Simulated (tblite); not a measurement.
Compound: C8H9B (charge +1 and doublet state).
SMILES with atom numbers: `[CH+:1]=[C:2]/[CH:3]=[CH:4]/[CH2:5][BH:6][C:7]#[C:8][CH3:9]` (hydrogens: H10 on C1; H11 on C3; H12 on C4; H13, H14 on C5; H15 on B6; H16, H17, H18 on C9)
Bond orders are those of one Lewis drawing.

Computed with GFN2-xTB (tblite), gas phase: L-BFGS steps from a force-field or distance-geometry start until the largest atomic force falls under 0.01 eV/Å.

Geometry at step 27:
```
atom  x, y, z in Å
C1      4.6953   -1.7589   -1.4110
C2      3.5318   -1.4280   -1.3320
C3      2.2053   -1.0465   -1.1327
C4      1.8618   -0.5061    0.0634
C5      0.5478   -0.1150    0.6001
B6     -0.8346   -0.4314   -0.1187
C7     -2.0037    0.4054    0.2473
C8     -2.9452    1.1195    0.5770
C9     -4.0497    1.9195    0.9895
H10     5.7191   -2.0155   -1.4736
H11     1.4917   -1.1737   -1.9344
H12     2.6901   -0.2990    0.7357
H13     0.6205    0.9369    0.9069
H14     0.4373   -0.6473    1.5602
H15    -0.9256   -1.3423   -0.8408
H16    -4.9905    1.5054    0.6077
H17    -4.1054    1.9406    2.0827
H18    -3.9546    2.9429    0.6119
```

Q: Give the atomic forces at this geometry.

A: 
```tsv
atom	Fx (eV/Å)	Fy (eV/Å)	Fz (eV/Å)
C1	0.080	0.039	0.020
C2	-0.001	-0.031	-0.093
C3	-0.050	0.011	0.067
C4	0.047	0.079	0.112
C5	0.040	0.025	0.089
B6	-0.033	0.067	-0.017
C7	-0.019	0.065	0.004
C8	-0.052	-0.013	0.019
C9	0.031	-0.049	-0.008
H10	-0.186	-0.003	-0.075
H11	0.018	-0.106	-0.031
H12	-0.010	0.028	0.075
H13	0.029	-0.018	0.033
H14	-0.049	0.038	-0.022
H15	-0.020	-0.017	-0.094
H16	0.111	0.009	0.004
H17	0.016	0.007	-0.098
H18	0.047	-0.130	0.015
```

The largest, 0.20 eV/Å, acts on H10; the rms over all components is 0.059 eV/Å. The forces sum to zero within rounding, as they must for an isolated molecule in no field.

Q: Give the force on H10 in Eh/bohr and in nN.

A: 0.201 eV/Å ÷ 51.422 = 0.00390 Eh/bohr, and 0.201 eV/Å × 1.602 = 0.32 nN.

Q: How far is this geometry from the end of the optimisation?

A: 0.383 eV above it, and 0.747 Å rms away after alignment. The bonds farthest from their final lengths, with half the difference of the two atoms' forces along the bond (positive lengthens):

```json
{"bond": "C5–B6", "now (Å)": "1.590", "final (Å)": "1.640", "force along bond (eV/Å)": "+0.05"}
{"bond": "C4–C5", "now (Å)": "1.472", "final (Å)": "1.447", "force along bond (eV/Å)": "-0.01"}
{"bond": "B6–C7", "now (Å)": "1.484", "final (Å)": "1.467", "force along bond (eV/Å)": "0.00"}
{"bond": "C3=C4", "now (Å)": "1.357", "final (Å)": "1.367", "force along bond (eV/Å)": "+0.02"}
{"bond": "C5–H13", "now (Å)": "1.098", "final (Å)": "1.088", "force along bond (eV/Å)": "-0.03"}
{"bond": "C5–H14", "now (Å)": "1.103", "final (Å)": "1.094", "force along bond (eV/Å)": "-0.05"}
```

The angle farthest from its final value is C4–C5–B6, 123.9° against 114.0°.

Of the 5 listed bonds off by 0.010 Å or more, this force points towards the final length in 4.

The cost below is that of the whole relaxation. Hardware: an Arm Neoverse V2 with one thread, no GPU, shared host with 32 logical CPUs at a one-minute load of 18. Cost: 0.9 s.
